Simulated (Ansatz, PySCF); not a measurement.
Pulling on the Mg1–F2 bond in F2Mg (SMILES [F][Mg][F]) (multiplicity 1 held, fragments rigid). Energies count from the point at 1.751 Å.
Geometry at that point (charge 0, multiplicity 1):
```xyz
3

Mg     0.00000     0.00000     0.00000
F      0.00000     0.00000     1.75101
F      0.00000     0.00000    -1.75101
```

Restricted levels (R-, RO-) in cc, def2 and unpolarised 6-31G sets keep to the state of the molecule at rest. U- levels take the lowest unrestricted solution at each point, which mixes spins at long bonds. Levels need not reach the same state.

Correlated levels freeze the cores. Rows in 6-31G* carry no dispersion term and start afresh at each structure (6-31G* with six Cartesian d functions).

The values were computed with Ansatz (Gaussian basis) for Hartree–Fock, density functionals and correlated methods; PySCF for 6-31G* rows. 

Energies in kcal/mol.

| R (Å) | R-HF/6-31G* | R-HF/def2-TZVPPD | R-r2SCAN/def2-TZVPPD | R-B3LYP/def2-TZVPPD | R-wB97X-V/def2-TZVPPD | U-CCSD(T)/def2-TZVPPD |
|---|---|---|---|---|---|---|
| 1.401 | 57.3 | 55.8 | 59.1 | 59.4 | 60.0 | 61.4 |
| 1.576 | 8.1 | 8.5 | 10.3 | 10.5 | 10.7 | 11.2 |
| 1.751 | 0.0 | 0.0 | 0.0 | 0.0 | 0.0 | 0.0 |
| 1.926 | 8.7 | 7.5 | 5.7 | 5.5 | 5.5 | ? |
| 2.101 | 23.9 | 21.1 | 17.6 | 17.3 | 17.4 | 16.8 |
| 2.364 | 49.9 | 44.2 | 38.2 | 37.8 | 38.5 | ? |
| 2.627 | 74.9 | 66.1 | 57.9 | 57.5 | 58.8 | 57.6 |
| 3.064 | 110.5 | 96.5 | 84.9 | 84.6 | 87.6 | 90.0 |
| 3.502 | 138.0 | 119.6 | 104.4 | 104.4 | 109.8 | 112.4 |
| 4.027 | 161.8 | 140.1 | 120.1 | 120.5 | 129.6 | 129.8 |
| 4.728 | 183.1 | 159.3 | 132.1 | 133.4 | 147.8 | 136.7 |
| 5.603 | 200.0 | 175.3 | 139.6 | 142.1 | 162.4 | 137.4 |

Task: Some entries are withheld; supply them.

Result: 
- 1.926, U-CCSD(T)/def2-TZVPPD: 5.2
- 2.364, U-CCSD(T)/def2-TZVPPD: 37.5

Doubts at one or more of the structures used: a restricted determinant that unrestricted orbitals would lower (R-HF/6-31G*, R-HF/def2-TZVPPD, R-r2SCAN/def2-TZVPPD, R-B3LYP/def2-TZVPPD, R-wB97X-V/def2-TZVPPD); a spin-contaminated determinant (U-CCSD(T)/def2-TZVPPD); T1 above 0.05 (U-CCSD(T)/def2-TZVPPD).

Ansatz is a quantum-chemistry and plane-wave program.
